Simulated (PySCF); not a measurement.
# Field gradients at the hydrogen positions

C8H13FSi.
Cartesian coordinates in Å at the GFN2-xTB level; atoms count from 1:
```xyz
23
C8H13FSi angstrom
C     -2.1236    2.7004   -0.4284
C     -1.1533    2.1288   -0.0244
C      0.0123    1.3976    0.4291
C      0.1753    0.0599   -0.3102
F      0.5981    0.3708   -1.6134
Si     1.6168   -1.0148    0.4212
C      3.2476   -0.1045    0.1073
C     -1.1029   -0.7239   -0.3844
C     -1.5531   -1.2268   -1.5235
C     -1.8138   -0.9324    0.9188
H     -2.9672    3.2178   -0.7748
H     -0.0614    1.2141    1.5034
H      0.9034    2.0027    0.2401
H      1.3849   -1.1765    1.8642
H      1.5647   -2.3067   -0.2626
H      3.3324    0.1966   -0.9334
H      4.0924   -0.7466    0.3365
H      3.3402    0.7877    0.7212
H     -1.0453   -1.0638   -2.4574
H     -2.4591   -1.8070   -1.5622
H     -2.2725   -0.0017    1.2514
H     -2.5982   -1.6755    0.8023
H     -1.1224   -1.2693    1.6895
```

Level: PBE0/pcSseg-1 (PySCF, non-relativistic); Q(2H) = 0.00286 b; rigid geometry, the same for H and D, with no vibrational averaging.

Question: Rank these positions by the coupling χzz of a deuteron there, largest first.
A. H17 (methyl hydrogen)
B. H19 (vinylic hydrogen)
C. H15 (Si–H hydrogen)
D. H22 (methyl hydrogen)
E. H21 (methyl hydrogen)
F. H13 (methylene hydrogen)

Answer: B (227 kHz), A (219 kHz), D (212 kHz), E (206 kHz), F (200 kHz), C (109 kHz).

Question: Tabulate Vzz, the asymmetry η and χzz = 234.96 MHz × Q × Vzz for every hydrogen position.

Answer: 
```json
{"atom": "H11", "bonded to": "C1", "bond length (Å)": "1.049", "Vzz (au)": "0.3982", "η": "0.00", "χzz (kHz)": "268"}
{"atom": "H12", "bonded to": "C3", "bond length (Å)": "1.092", "Vzz (au)": "0.2995", "η": "0.03", "χzz (kHz)": "201"}
{"atom": "H13", "bonded to": "C3", "bond length (Å)": "1.094", "Vzz (au)": "0.2980", "η": "0.04", "χzz (kHz)": "200"}
{"atom": "H14", "bonded to": "Si6", "bond length (Å)": "1.470", "Vzz (au)": "0.1579", "η": "0.02", "χzz (kHz)": "106"}
{"atom": "H15", "bonded to": "Si6", "bond length (Å)": "1.463", "Vzz (au)": "0.1627", "η": "0.00", "χzz (kHz)": "109"}
{"atom": "H16", "bonded to": "C7", "bond length (Å)": "1.087", "Vzz (au)": "0.3213", "η": "0.02", "χzz (kHz)": "216"}
{"atom": "H17", "bonded to": "C7", "bond length (Å)": "1.086", "Vzz (au)": "0.3262", "η": "0.01", "χzz (kHz)": "219"}
{"atom": "H18", "bonded to": "C7", "bond length (Å)": "1.087", "Vzz (au)": "0.3236", "η": "0.01", "χzz (kHz)": "217"}
{"atom": "H19", "bonded to": "C9", "bond length (Å)": "1.076", "Vzz (au)": "0.3376", "η": "0.05", "χzz (kHz)": "227"}
{"atom": "H20", "bonded to": "C9", "bond length (Å)": "1.077", "Vzz (au)": "0.3391", "η": "0.06", "χzz (kHz)": "228"}
{"atom": "H21", "bonded to": "C10", "bond length (Å)": "1.090", "Vzz (au)": "0.3073", "η": "0.03", "χzz (kHz)": "206"}
{"atom": "H22", "bonded to": "C10", "bond length (Å)": "1.087", "Vzz (au)": "0.3154", "η": "0.03", "χzz (kHz)": "212"}
{"atom": "H23", "bonded to": "C10", "bond length (Å)": "1.089", "Vzz (au)": "0.3110", "η": "0.04", "χzz (kHz)": "209"}
```

Question: Average by the element that carries the hydrogen.

Answer: on C: 219 kHz over 11 positions, mean bond length 1.083 Å; on Si: 108 kHz over 2 positions, mean bond length 1.466 Å.

Question: How does χzz go with the bond length over the 11 C–H bonds?

Answer: A straight-line fit has a slope of -14.5 kHz for each 0.01 Å, with a correlation coefficient of -0.99, over lengths from 1.049 to 1.094 Å. The longer bonds have the smaller couplings here.

Question: A static deuteron (I = 1) shows a doublet split by (3/2)χ, (3/4)χ(1 + η) and (3/4)χ(1 − η) with the field along z, y and x of the gradient. What are these for H13?

Answer: With |χ| = 200.2 kHz and η = 0.038: 300, 156 and 144 kHz, to first order and without motion.

Geometry: GFN2-xTB, one conformer, isolated molecule. GFN2-xTB bond lengths can be off by several hundredths of an ångström, more for odd bonds, and the gradients follow them. The small basis limits the accuracy of the gradients.
